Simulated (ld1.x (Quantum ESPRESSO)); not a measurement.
The numbers below are computed, except where a source is named.
## Potentials for P (Z = 15) compared

Generated with ld1.x 7.5 (TM, RRKJ, ultrasoft, PAW), atompaw 4.2 or ONCVPSP 4.0.1. The cutoff is in Ry: for ld1.x and atompaw files where the sum of valence levels is converged to 10 mRy in a Bessel basis, for ONCV files where the hardest occupied wave has 1 mHa per electron of residual kinetic energy. The error is the largest all-electron minus pseudo excitation energy over each file’s own four to seven test configurations (ionisations up to +4, promotions, holes and added fractions of an electron), all of which were solved. The labels leave out finer settings (local radius, basis sizes, second energies), which also bear on the numbers. Spin-polarised tests are not counted. The rows are a selection from randomly drawn settings: files with unsolved tests, undetermined cutoffs or missed reference levels are left out.

```csv
potential,cutoff (Ry),largest error (meV),bound ghosts
"ultrasoft, LDA (PZ), scalar-relativistic, rc 1.50/1.75/1.25 (spd), local smoothed, core correction yes, reference 3s2 3p3",15,+104,none
"TM, LDA (PZ), non-relativistic, rc 1.45/1.55/1.35 (spd), local smoothed, core correction yes, reference 3s2 3p1",21,+103,none
"ultrasoft, PBE, scalar-relativistic, rc 1.75/1.70 (sp), local smoothed, core correction yes, reference 3s2 3p2.5",12,-10,none
"ultrasoft, PBEsol, non-relativistic, rc 1.60/2.00 (sp), local smoothed, core correction no, reference 3s1.5 3p3.5",15,+48,none
"ultrasoft, BLYP, scalar-relativistic, rc 1.60/1.95/1.45 (spd), local smoothed, core correction yes, reference 3s2 3p3",15,+40,none
"RRKJ, PBE, scalar-relativistic, rc 1.60/1.40 (sp), local s, core correction no, reference 3s2 3p2.75",35,+196,none
"TM, BLYP, scalar-relativistic, rc 1.60/2.05 (sp), local smoothed, core correction no, reference 3s2 3p3",21,+479,none
"TM, PBEsol, scalar-relativistic, rc 1.40/1.20 (sp), local p, core correction yes, reference 3s1.5 3p3.5",70,+94,none
```

Fill in the row for P: TM, PBE, fully relativistic, rc 1.70/1.25/1.75 (spd), local p, core correction no, reference 3s2 3p3.

cutoff 70 Ry, largest error +186 meV, bound ghosts: none.
